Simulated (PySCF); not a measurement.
NaBi⁺: frontier orbitals

PBE0 at R = 3.449 Å; PySCF, scalar-relativistic core potentials, basis sets Na def2-SVP, Bi def2-SVP with ECP60. State: ⁴Σ⁻ (quartet), unpaired electrons σ ↑, π ↑↑. Only the outer orbitals are listed, counted within each symmetry, core potentials removing the inner ones.

| spin | orbital | occ. | ε (eV) | on Na (%) | main shells (%) |
| --- | --- | --- | --- | --- | --- |
| α | 7σ | 1 | -21.06 | 1 | 99 Bi s |
| α | 8σ | 1 | -10.96 | 15 | 84 Bi p, 9 Na s |
| α | 4π | 1 | -10.36 | 2 | 98 Bi p |
| α | 4π | 1 | -10.36 | 2 | 98 Bi p |
| α | 9σ | 0 | -6.02 | 93 | 93 Na s |
| α | 5π | 0 | -3.76 | 97 | 97 Na p |
| α | 5π | 0 | -3.76 | 97 | 97 Na p |
| β | 7σ | 1 | -18.61 | 1 | 99 Bi s |
| β | 8σ | 0 | -7.54 | 33 | 66 Bi p, 27 Na s |
| β | 4π | 0 | -6.59 | 4 | 96 Bi p |
| β | 4π | 0 | -6.59 | 4 | 96 Bi p |

Which are the highest filled and the lowest empty level, where do they sit, and how wide is the gap?

Highest filled α 4π at -10.36 eV (in %: 98 Bi p); lowest empty β 8σ at -7.54 eV (in %: 66 Bi p, 27 Na s); the gap at PBE0 is 2.82 eV.

The bond order (Mayer) is 0.34 and the ⟨S²⟩ is 3.752. The charge on Na (Mulliken, basis-dependent) is 0.80 and the charge on Na (Löwdin, basis-dependent) is 0.67. The dipole moment (positive dipole points towards Bi; it is taken about the centre of mass and depends on that origin) is -11.94 D and the polarisability along the bond is 64.6 bohr³. The polarisability across the bond is 33.4 bohr³.

Spin–orbit coupling is left out, which matters for elements this heavy, above all for dissociation energies. The state was picked by a PBE0 search and need not be the measured ground state.
